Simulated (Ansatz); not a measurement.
`O[SiH2]BO[SiH3]` + H–F → `FBO[SiH3]` + silanol  (cleavage of the B–Si bond)

Calculated with Ansatz (gas phase, PBE0-D4/def2-TZVP geometries, no zero-point term in ΔE). CBS: MP2 limit from def2 TZ/QZ plus the TZ coupled-cluster correction, frozen cores. This one scheme is used for every species. DFT in def2-TZVPP. B3LYP here is the variant with VWN-RPA as its local correlation; programs differ in this. One conformer a species, not always the lowest.

Task: Is it downhill or uphill in electronic energy at CCSD(T)/CBS, and by how much? (Best estimate.)

Result: Ansatz gave: Downhill: ΔE = -1.90 eV.

Task: What do these levels give: B3LYP-D4, B2PLYP, PBE, r2SCAN, HF/def2-QZVPP, MP2/CBS(def2)? (Estimate.)

Result: The calculation gave: B3LYP-D4 -1.97, B2PLYP -2.04, PBE -1.86, r2SCAN -2.01, HF/def2-QZVPP -2.26, MP2/CBS(def2) -1.94 eV.

Largest T1 diagnostic among the species: 0.013.

The D4 term adds +0.08 eV with B3LYP and +0.05 eV with PBE0; it sums over pairs of atoms, weighted by their polarisabilities, and B3LYP, whose exchange is more repulsive, gets the larger term. In def2-TZVPP, CCSD(T) changes the Hartree–Fock value by +0.31 eV (the triples alone add +0.03 eV) and MP2 by +0.26 eV. From PBE to PBE0 (25 % exact exchange), in def2-TZVPP and without D4, ΔE moves by −0.05 eV.
